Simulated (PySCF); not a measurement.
Trend along the second period: MN molecules

PBE0 with triple-zeta basis sets in PySCF, for the lowest determinant that a PBE0 search found; no spin–orbit coupling. De refers to high-spin ground-configuration atoms. A positive dipole means M(−)N(+).

```
 M         basis  state (unpaired electrons)  Re (Å)  ωe (cm⁻¹)  De (eV)  μ (D)
Li  x2c-TZVPPall              triplet (π ↑↑)   1.855        684     1.62  -6.76
Be    def2-TZVPP         quartet (σ ↑, π ↑↑)   1.605        944     2.01  -1.32
 B    def2-TZVPP          triplet (σ ↑, π ↑)   1.315       1595     4.81  -2.14
 C  x2c-TZVPPall               doublet (σ ↑)   1.160       2183     7.73  -1.48
 N  x2c-TZVPPall      singlet (closed shell)   1.089       2483     9.75    n/a
 O    def2-TZVPP               doublet (π ↑)   1.140       2031     6.64  -0.14
```

The shortest bond is that of N2 (1.089 Å), the longest that of LiN (1.855 Å). N2 is bound most strongly (9.75 eV) and LiN least (1.62 eV).

The rows differ in basis set, which adds steps of its own.

The state changes along the series, so neighbouring rows are not always alike in their bonding.

States were picked by a PBE0 search and need not be the measured ground states.
